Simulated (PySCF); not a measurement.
hydrogen iodide cation (HI), SMILES I (connectivity only; charge and spin as stated), charge +1, multiplicity 2.

Geometry optimised at PBE0-D3(BJ)/def2-TZVPD. The multiplicity is an assumed one; other spin states were not compared. The def2 effective core potentials stand for the cores of I; spin–orbit coupling is left out.

Two levels are set side by side: PBE/def2-TZVPD (PySCF) and CAM-B3LYP/def2-TZVPD (PySCF). Same geometry, gas phase. Differences are taken from unrounded values.

| quantity | CAM-B3LYP | PBE | PBE minus CAM-B3LYP |
|---|---|---|---|
| α-spin orbital gap (eV) | 10.39 | 5.76 | -4.64 |
| β-spin orbital gap (eV) | 4.94 | 0.15 | -4.78 |

Rough cost on one machine, each run with all the roots and properties that it gave: CAM-B3LYP against PBE within a factor of 2.
